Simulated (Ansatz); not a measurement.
Species: C₄H₁₀Se (charge 0, singlet). SMILES: CC(C)C[SeH]
Coordinates optimised at B3LYP-D3(BJ)/def2-TZVP (Ansatz, an electronic-structure program):
```xyz
15

C     -1.4468     2.4066     0.5322
C     -1.0910     0.9876     0.0802
C     -1.9403    -0.0466     0.8189
C      0.4042     0.7538     0.2765
Se     0.9649    -1.0151    -0.4362
H     -2.5061     2.6113     0.3655
H     -1.2464     2.5367     1.5990
H     -0.8692     3.1559    -0.0125
H     -1.3038     0.9071    -0.9908
H     -1.7329    -0.0199     1.8920
H     -1.7451    -1.0614     0.4686
H     -3.0035     0.1543     0.6771
H      0.6646     0.7884     1.3342
H      0.9832     1.5048    -0.2562
H      2.3949    -0.6741    -0.4922
```

Property: vertical ionisation energy (to the doublet state of charge +1; each state is the SCF solution reached for its spin), in eV. Valence correlation only, unless marked. UHF or UKS for open shells. No spin-orbit coupling. The frozen core is the preceding noble-gas configuration, with the filled d and f shells of earlier blocks. Non-relativistic. CBS(X,Y): correlation extrapolated as X^-3; Hartree-Fock from the larger set. The bracket is a focal-point correction in the basis named.

```csv
level,program,vertical ionisation energy (eV)
HF/aug-cc-pVDZ,Ansatz,7.66
```

Task: Estimate the value at RI-MP2/CBS(aug-cc-pVTZ,aug-cc-pVQZ)+[CCSD(T)-MP2]/aug-cc-pVTZ as computed with Ansatz.

Result: 8.83 eV
